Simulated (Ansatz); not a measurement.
Ansatz (a quantum-chemistry and plane-wave program) input (wB97X-V/def2-TZVPD):

Ansatz 0.2 input:
```yaml
crystal:
  periodic: [false, false, false]
  atoms:
    - {symbol: C, position_ang: [1.98679189, 0.38471164, 0.17345764]}
    - {symbol: N, position_ang: [0.86705933, -0.55342209, 0.03469659]}
    - {symbol: B, position_ang: [-0.47638675, -0.28789210, -0.03601995]}
    - {symbol: O, position_ang: [-1.60604941, -1.00095933, -0.09668028]}
    - {symbol: O, position_ang: [-0.87933618, 1.17312059, -0.05077617]}
    - {symbol: H, position_ang: [1.64308144, 1.33773504, 0.57677950]}
    - {symbol: H, position_ang: [2.71163072, -0.00975926, 0.88269433]}
    - {symbol: H, position_ang: [2.48480351, 0.55368825, -0.78175131]}
    - {symbol: H, position_ang: [1.15334865, -1.52049214, -0.02146632]}
    - {symbol: H, position_ang: [-1.58472707, -1.95878862, -0.00085962]}
    - {symbol: H, position_ang: [-0.30504446, 1.87346746, -0.39975458]}
    - {symbol: H, position_ang: [-1.82824097, 1.35200436, -0.17951244]}
basis:
  gaussian:
    orbitals: def2-TZVPD
hamiltonian:
  xc: {name: wB97X-V}
total_charge: 1
output: {forces: true}
```

End of the output:

```
integrals: 0.23 GiB planned
1243 factors; their error is unknown
integrals: 0.27 GiB planned
497 factors; integrals over basis functions are off by at most 1.2e-5 eV
0.45 GiB of the device are held for the grids
1.68 GiB of device memory are held for the factors and their scratch space
mean field: 1.59 GiB planned
mean field evaluation 1: about -7394.9383 eV, gradient 9.0e1 eV
mean field evaluation 2: about -7397.7421 eV, gradient 8.1e1 eV
mean field evaluation 4: about -7408.2389 eV, gradient 2.6e0 eV
mean field evaluation 8: about -7408.2542 eV, gradient 4.9e-2 eV
mean field evaluation 16: about -7408.2470 eV, gradient 1.1e-4 eV
mean field -7408.24700485 eV, -272.2480559379 hartree, gradient 4.1e-5 eV, S^2 0.000000; 0 other end points of the search recorded, 0 dependent functions left out
the calculation of the forces begins
reference -7408.24700222 eV, -272.2480558414 hartree; 20, 20 occupied and 234, 234 virtual orbitals, 1243 factors
Total energy: -7408.24700222 eV, -272.2480558414 hartree
Atom 0 at     1.986792     0.384712     0.173458 Å, force    -0.063211    -0.043381    -0.033694 eV/Å
Atom 1 at     0.867059    -0.553422     0.034697 Å, force     0.162854    -0.025121     0.005091 eV/Å
Atom 2 at    -0.476387    -0.287892    -0.036020 Å, force    -0.019325     0.093162    -0.004029 eV/Å
Atom 3 at    -1.606049    -1.000959    -0.096680 Å, force    -0.140328    -0.075372     0.000002 eV/Å
Atom 4 at    -0.879336     1.173121    -0.050776 Å, force    -0.013237     0.022077     0.017972 eV/Å
Atom 5 at     1.643081     1.337735     0.576780 Å, force    -0.027471     0.085445     0.044697 eV/Å
Atom 6 at     2.711631    -0.009759     0.882694 Å, force     0.042415    -0.032556     0.054869 eV/Å
Atom 7 at     2.484804     0.553688    -0.781751 Å, force     0.026879     0.008370    -0.066742 eV/Å
Atom 8 at     1.153349    -1.520492    -0.021466 Å, force     0.002725    -0.037703     0.001024 eV/Å
Atom 9 at    -1.584727    -1.958789    -0.000860 Å, force     0.021060     0.019481    -0.004516 eV/Å
Atom 10 at    -0.305044     1.873467    -0.399755 Å, force    -0.013420    -0.014748    -0.002246 eV/Å
Atom 11 at    -1.828241     1.352004    -0.179512 Å, force     0.021060     0.000346    -0.012427 eV/Å
Dipole moment:    -0.164099     0.403917    -0.147290 e Å
```

It need not be the lowest isomer of its formula.
